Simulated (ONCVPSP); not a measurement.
## Reading a pseudo-wave (fluorine (F))

Columns: radius, all-electron u(r) and pseudo u(r) of the 2p shell (level -49.00 eV) of fluorine in the configuration 1s2 2s2 2p3; PBE, scalar-relativistic, ONCV scheme, ONCVPSP 4.0.1.

```json
{"r (bohr)": "0.085", "all-electron": "0.1257", "pseudo": "0.0393"}
{"r (bohr)": "0.170", "all-electron": "0.3560", "pseudo": "0.1505"}
{"r (bohr)": "0.255", "all-electron": "0.5802", "pseudo": "0.3158"}
{"r (bohr)": "0.340", "all-electron": "0.7601", "pseudo": "0.5099"}
{"r (bohr)": "0.425", "all-electron": "0.8884", "pseudo": "0.7046"}
{"r (bohr)": "0.510", "all-electron": "0.9685", "pseudo": "0.8744"}
{"r (bohr)": "0.595", "all-electron": "1.0071", "pseudo": "1.0010"}
{"r (bohr)": "0.680", "all-electron": "1.0126", "pseudo": "1.0750"}
{"r (bohr)": "0.765", "all-electron": "0.9931", "pseudo": "1.0961"}
{"r (bohr)": "0.850", "all-electron": "0.9559", "pseudo": "1.0721"}
{"r (bohr)": "0.935", "all-electron": "0.9067", "pseudo": "1.0148"}
{"r (bohr)": "1.020", "all-electron": "0.8502", "pseudo": "0.9375"}
{"r (bohr)": "1.105", "all-electron": "0.7898", "pseudo": "0.8520"}
{"r (bohr)": "1.190", "all-electron": "0.7280", "pseudo": "0.7672"}
{"r (bohr)": "1.275", "all-electron": "0.6668", "pseudo": "0.6883"}
{"r (bohr)": "1.360", "all-electron": "0.6075", "pseudo": "0.6173"}
{"r (bohr)": "1.445", "all-electron": "0.5510", "pseudo": "0.5545"}
{"r (bohr)": "1.530", "all-electron": "0.4978", "pseudo": "0.4986"}
{"r (bohr)": "1.615", "all-electron": "0.4482", "pseudo": "0.4483"}
{"r (bohr)": "1.700", "all-electron": "0.4024", "pseudo": "0.4024"}
{"r (bohr)": "1.785", "all-electron": "0.3604", "pseudo": "0.3603"}
{"r (bohr)": "1.870", "all-electron": "0.3220", "pseudo": "0.3219"}
{"r (bohr)": "1.955", "all-electron": "0.2870", "pseudo": "0.2870"}
{"r (bohr)": "2.040", "all-electron": "0.2554", "pseudo": "0.2554"}
{"r (bohr)": "2.125", "all-electron": "0.2268", "pseudo": "0.2268"}
{"r (bohr)": "2.210", "all-electron": "0.2011", "pseudo": "0.2011"}
```

Question: How many radial nodes do the two functions have?

Answer: The all-electron 2p function has n − l − 1 = 0; the pseudo-wave has 0.

Question: At about which radius was the pseudo-wave matched?

Answer: 1.70 bohr, where the columns begin to agree (steps of 0.09 bohr).

Question: Is the pseudo-wave norm-conserving?

Answer: Yes: the ONCV scheme keeps the norm inside the radius equal to the all-electron one, which fixes the energy derivative of the logarithmic derivative at the level.
